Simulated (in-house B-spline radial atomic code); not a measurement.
## Response and correlation of the germanium ion Ge²⁰⁺

Closed shell [Ne] 3s2. Computed with a B-spline radial code for spherical atoms: Dirac-Hartree-Fock, relativistic RPA (time-dependent Dirac-Hartree-Fock) for the response and second-order many-body perturbation theory for correlation, no-pair Dirac-Coulomb Hamiltonian, finite nucleus.

Command:
```bash
python run_mb.py task.json out
```
Settings (nuclear radius in fm, box in bohr, cutoff in hartree):
```
basis_form          2
Z                   32
core_configuration  [Ne] 3s2
rms_radius          4.0742
mass_number         74
speed_of_light      137.036
box_radius          3.939
lmax                7
intervals           59
virtual_cutoff      25600.0
```

Time taken, with all properties: 1.6 s on 1 thread of Intel(R) Xeon(R) Platinum 8259CL CPU @ 2.50GHz, with other jobs on the host.

```tsv
multipole (bohr³, bohr⁵, bohr⁷)	uncoupled	coupled RPA
dipole	0.11145	0.13241
quadrupole	0.012204	0.014589
octupole	0.0025737	?
```

**Question.** What is the coupled octupole polarisability?

**Answer.** 0.002736 atomic units, +6 % against the uncoupled value.

**Question.** Which subshells carry the dipole polarisability?

**Answer.** 3s1/2 100.0 %, 2s1/2 0.0 %, 2p3/2 0.0 %.

**Question.** What does the dipole shielding factor come to?

**Answer.** The dipole shielding factor is 0.375, against the exact N/Z = 12/32 = 0.375 of the non-relativistic theorem.

Dipole polarisability at imaginary frequency:

```json
{"u (Eh)": "0", "α(iu) (bohr³)": "0.1324"}
{"u (Eh)": "1.92", "α(iu) (bohr³)": "0.0791"}
{"u (Eh)": "4.81", "α(iu) (bohr³)": "0.02809"}
{"u (Eh)": "9.62", "α(iu) (bohr³)": "0.01105"}
{"u (Eh)": "14.4", "α(iu) (bohr³)": "0.006835"}
{"u (Eh)": "19.2", "α(iu) (bohr³)": "0.005003"}
{"u (Eh)": "28.9", "α(iu) (bohr³)": "0.003282"}
{"u (Eh)": "38.5", "α(iu) (bohr³)": "0.002432"}
{"u (Eh)": "48.1", "α(iu) (bohr³)": "0.001901"}
{"u (Eh)": "67.4", "α(iu) (bohr³)": "0.001256"}
{"u (Eh)": "96.2", "α(iu) (bohr³)": "0.0007629"}
{"u (Eh)": "144", "α(iu) (bohr³)": "0.000403"}
{"u (Eh)": "192", "α(iu) (bohr³)": "0.0002465"}
{"u (Eh)": "289", "α(iu) (bohr³)": "0.0001183"}
{"u (Eh)": "481", "α(iu) (bohr³)": "4.583e-05"}
{"u (Eh)": "962", "α(iu) (bohr³)": "1.217e-05"}
```

**Question.** What dispersion coefficients follow for two such ions (the dispersion part alone)?

**Answer.** C6 = (3/π)∫α(iu)²du = 0.03214 hartree·bohr⁶ and C8 = 0.02584 hartree·bohr⁸.

Lowest J = 1 odd-parity excitations:

| energy (eV) | oscillator strength | leading channel | weight |
| --- | --- | --- | --- |
| 38.344 | 0.00754 | 3s1/2 → p1/2 | 0.796 |
| 62.515 | 0.652 | 3s1/2 → p3/2 | 0.794 |
| 412.16 | 0.0775 | 3s1/2 → p1/2 | 0.946 |
| 415.99 | 0.426 | 3s1/2 → p3/2 | 0.945 |
| 570.63 | 0.0284 | 3s1/2 → p1/2 | 0.965 |
| 572.35 | 0.126 | 3s1/2 → p3/2 | 0.965 |
| 655.3 | 0.015 | 3s1/2 → p1/2 | 0.972 |
| 656.33 | 0.0616 | 3s1/2 → p3/2 | 0.972 |

Second-order correlation energy by the highest angular momentum of the excited pair (hartree): s -0.01895, p -0.2054, d -0.2251, f -0.05677, g -0.02125, h -0.00808, i -0.003713, k -0.001935.

**Question.** What is the second-order correlation energy at the partial-wave limit?

**Answer.** The listed waves sum to -0.54128 hartree; extrapolating the increments as (l + 1/2)⁻⁴ gives -0.54523 hartree, -1.24 eV per electron.
